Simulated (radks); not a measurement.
Coherent X-ray form factor from a spherical all-electron density. Method: Dirac Kohn-Sham, PBE, spin-unpolarised, spherical densities, finite nucleus; Fermi nuclear charge, rms radius of each element as measured or else 0.836 A^(1/3) + 0.57 fm; computed with a radial shooting solver on a logarithmic mesh with Libxc functionals.

sin(theta)/lambda (1/angstrom)  f0 (electrons)
0.05                                    45.534
0.1                                     44.199
0.15                                    42.170
0.2                                     39.682
0.25                                    36.977
0.3                                     34.260
0.4                                     29.323
0.5                                     25.421
0.6                                     22.527
0.8                                     18.723
1                                       16.045
1.25                                    13.096
1.5                                     10.517
2                                        7.120

The species is in the configuration that NIST lists as its ground one. Which atom or ion scatters so?

Answer. The indium ion In3+, [Kr] 4d10. Extrapolating in s^2 from the first two rows gives f0(0) = 46.0, near the electron count 46; among species with that count, the fall with angle is slower the higher Z, and the table is that of Z = 49; from so few rows the species is fixed only to a neighbour or two.
